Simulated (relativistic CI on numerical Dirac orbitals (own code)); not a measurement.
## Mo⁴⁺: 3d photoemission

Computed with this model: Dirac-Coulomb-Breit CI, orbitals from a KLI potential per configuration, QED by a radiative potential, valence Slater integrals scaled by 0.9, multiplet model of photoemission in the sudden approximation; configurations [Kr] 4d2 → [Ar] 3d9 4s2 4p6 4d2; 300 K; Lorentzian 0.3 eV and Gaussian 0.5 eV FWHM. Energies are those of the free ion, without screening or charge transfer. The energies are binding energies and can lie tens of eV above those of solids. S is read from ⟨S²⟩ = S(S + 1).

Field parameters in Wybourne normalisation: Oh B⁴₀ = 21Dq, B⁴₄ = √(5/14) B⁴₀; Td as Oh with Dq negative (B⁴₀ = 21Dq, B⁴₄ = √(5/14) B⁴₀). The field is a parameter set, without covalency.

Computed curve for free ion, scaled to 100 at the maximum (points under 2 are left out and the grid is thinned):

(Energy (eV), Intensity): (285.9, 2.1), (286.0, 2.4), (286.2, 3.2), (286.3, 3.7), (286.5, 5.5), (286.6, 7.0), (286.8, 13.1), (286.9, 18.9), (287.1, 37.7), (287.2, 49.1), (287.4, 68.5), (287.5, 76.0), (287.7, 91.4), (287.8, 97.9), (288.0, 95.7), (288.1, 85.0), (288.3, 55.2), (288.4, 41.8), (288.6, 23.4), (288.7, 17.9), (288.9, 11.7), (289.0, 10.6), (289.2, 10.6), (289.3, 10.8), (289.5, 10.2), (289.6, 9.7), (289.8, 10.1), (289.9, 11.3), (290.1, 15.7), (290.2, 18.7), (290.4, 26.6), (290.5, 32.7), (290.7, 50.0), (290.8, 58.4), (291.0, 64.5), (291.1, 61.0), (291.3, 47.2), (291.4, 39.4), (291.6, 25.3), (291.7, 19.6), (291.9, 11.9), (292.0, 9.6), (292.2, 7.2), (292.3, 6.6), (292.5, 5.3), (292.6, 4.6), (292.8, 3.8), (292.9, 3.8), (293.1, 4.2), (293.2, 4.3), (293.4, 3.7), (293.5, 3.1), (300.7, 2.2), (300.8, 3.2), (301.0, 5.5), (301.1, 6.2), (301.3, 5.5), (301.4, 4.4), (301.6, 2.6), (301.7, 2.1)

The ground state has S = 0.99, and the centroid lies at 289.44 eV.
